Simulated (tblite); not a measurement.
Compound: C6H12P (charge +1).
Structure used (GFN2-xTB), in Å, numbered top down from 1:
```xyz
19
C6H12P angstrom
C     -1.0044   -1.9396   -0.1149
C     -0.5052   -0.5459   -0.0342
C      0.7882   -0.1807    0.0916
C      2.0248   -1.0138    0.1824
P      0.9070    1.5963    0.1532
C     -0.8453    1.9359   -0.1720
C     -1.5316    0.5527   -0.0918
H     -1.3178   -2.1582   -1.1359
H     -1.8782   -2.0618    0.5220
H     -0.2539   -2.6663    0.1767
H      2.4899   -0.9069    1.1628
H      2.7510   -0.6983   -0.5668
H      1.8043   -2.0639    0.0190
H      1.7585    2.1548   -0.7773
H      1.3561    2.0981    1.3593
H     -1.2584    2.6497    0.5425
H     -0.9443    2.3696   -1.1706
H     -2.1871    0.3983   -0.9502
H     -2.1634    0.4892    0.7965
```

Calculated harmonic vibrations of the isolated species, GFN2-xTB (tblite), most abundant isotopes, no scaling. This tight-binding method is rough: wavenumbers can miss measured ones by several per cent, in bad cases by 10 to 20. Modes of hydrogen on phosphorus can be 10 to 20 % off. The optimisation stopped once no atom felt more than 0.01 eV/Å.

Lowest wavenumbers of the output (negative numbers stand for imaginary wavenumbers):
```
mode    cm-1
  1     -27.2
  2      23.7
  3      55.9
  4     134.3
  5     270.9
  6     276.9
  7     335.6
  8     434.7
```

Q: Is this structure a minimum?

A: Not by this Hessian. 1 mode is imaginary beyond 20i (27i cm⁻¹), so at this level the point lies at or near a first-order saddle. The curvature is small, so loose convergence or finite differences may be the whole cause.

Q: Which atoms move in the imaginary mode?

A: 27i: H11 (methyl hydrogen) 29 %, H12 (methyl hydrogen) 28 %, H13 (methyl hydrogen) 26 %. These are shares of the mass-weighted motion.

Q: What is the remedy?

A: Step along that mode in both directions, optimise again with tighter thresholds and repeat the frequencies. The zero-point energy of this point (99.7 kcal/mol) counts the 50 real modes alone, and thermal corrections from it aren't those of a minimum.
